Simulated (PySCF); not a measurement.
## SiAs: one state, many levels of theory

State: ²Π (doublet), unpaired electrons π ↑. Set-up: PySCF, no relativity, basis sets Si 6-31G(d,p), As 6-31G(d,p). De refers to Si + As in their high-spin ground configurations, without counterpoise correction. The functionals are run spin-unrestricted. A positive dipole means Si(−)As(+). Levels whose curve was spin-contaminated or gave no clean fit are not listed.

| Level | Re (Å) | ωe (cm⁻¹) | De (eV) | μ (D) |
| --- | --- | --- | --- | --- |
| PBE | 2.213 | 473 | 3.50 | -0.49 |
| revPBE | 2.219 | 470 | 3.27 | -0.47 |
| BLYP | 2.231 | 456 | 3.50 | -0.57 |
| r²SCAN | 2.191 | 494 | 3.25 | -0.55 |
| r²SCANh | 2.182 | 503 | 3.14 | -0.61 |
| PBE0 | 2.182 | 506 | 3.17 | -0.64 |
| ωB97X | 2.153 | 541 | 3.34 | -0.67 |

The bond length runs from 2.153 Å (ωB97X) to 2.231 Å (BLYP). De spans 3.14 eV (r²SCANh, hybrid meta-GGA) to 3.50 eV (PBE, GGA).

Spin–orbit coupling is left out. The state was picked by a PBE0 search and need not be the measured ground state.

The whole job (state search and all levels along the bond) took about 3.7 min on 1 thread of Oxide Virtual Turin-like (shared host), peak memory 0.6 GiB.
